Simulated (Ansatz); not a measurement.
Consider the ligand exchange at the Si–C bond: `C[SiH2]C(O)F` + `[NH2][AlH2]` → `C[SiH2][NH][AlH2]` + `OCF`.

Calculated with Ansatz (gas phase, PBE0-D4/def2-TZVP geometries, no zero-point term in ΔE). CBS: MP2 limit from def2 TZ/QZ plus the TZ coupled-cluster correction, frozen cores. This one scheme is used for every species. DFT in def2-TZVPP. B3LYP here is the variant with VWN-RPA as its local correlation; programs differ in this. One conformer a species, not always the lowest.

Problem. Is it downhill or uphill in electronic energy at CCSD(T)/CBS, and by how much? (Best estimate.)

Solution. The calculation gave: Downhill: ΔE = -0.86 eV.

Problem. What do these levels give: PBE-D4, PBE0-D4, B3LYP-D4, HF/def2-TZVPP, CCSD(T)/def2-TZVPP, HF/CBS(def2)? (Estimate.)

Solution. Computed: PBE-D4 -0.74, PBE0-D4 -0.82, B3LYP-D4 -0.82, HF/def2-TZVPP -0.99, CCSD(T)/def2-TZVPP -0.88, HF/CBS(def2) -1.00 eV.

Largest T1 diagnostic among the species: 0.012.

In def2-TZVPP, CCSD(T) changes the Hartree–Fock value by +0.11 eV (the triples alone add +0.01 eV) and MP2 by +0.07 eV. From PBE to PBE0 (25 % exact exchange), in def2-TZVPP and without D4, ΔE moves by −0.07 eV.
